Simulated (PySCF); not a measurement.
Simulated Si 2p region for `CB(C)[SiH2]B(F)F`, binding energy against the vacuum level.

Every computed line was given a Gaussian of 0.4 eV full width at half maximum and an area set by the number of equivalent atoms (split 2:1 within a doublet); the highest printed point is 100. Computed, not measured: delta-SCF UKS SCAN, pcX-2 on the ionised atom, pcseg-1 elsewhere, spin-free X2C in PySCF 2.14.0.

(binding energy (eV), intensity): (105.6, 1), (105.7, 5), (105.8, 18), (105.9, 46), (106.0, 80), (106.1, 100), (106.2, 88), (106.3, 56), (106.4, 31), (106.5, 27), (106.6, 38), (106.7, 49), (106.8, 47), (106.9, 31), (107.0, 15), (107.1, 5), (107.2, 1), (107.3, 0)

Problem. How many maxima does the curve show, and how many computed lines lie under it?

Solution. The curve has 2 maxima (at 106.1 and 106.7 eV). Under it lie 2 lines from 1 inequivalent silicon site, drawn as a 2p3/2, 2p1/2 pair.

Problem. Decompose the envelope and assign each component. Numbering: `[CH3:1][B:2]([CH3:3])[SiH2:4][B:5]([F:6])[F:7]`.

Solution. 
```tsv
position (eV)	relative area	line	atoms	environment
106.11	0.67	Si 2p3/2	Si4	SiH2 silicon
106.74	0.33	Si 2p1/2	Si4	SiH2 silicon
```

The curve has no shake-up lines and no vibrational structure. 2p3/2 and 2p1/2 are the ΔSCF energy of one spin-free 2p hole plus the eigenvalues of a spin–orbit and ligand-field matrix of the shell. 2p1/2 minus 2p3/2 (ligand field included): Si 0.62 eV. The structure is a single PBE0-D3(BJ)/def2-SVP conformer in the gas phase; no vibrational or solvent corrections.

The values belong to the conformer `[CH3:1][B:2]([CH3:3])[SiH2:4][B:5]([F:6])[F:7]`: C1–B2–Si4–B5 92°, B2–Si4–B5–F6 -84°.
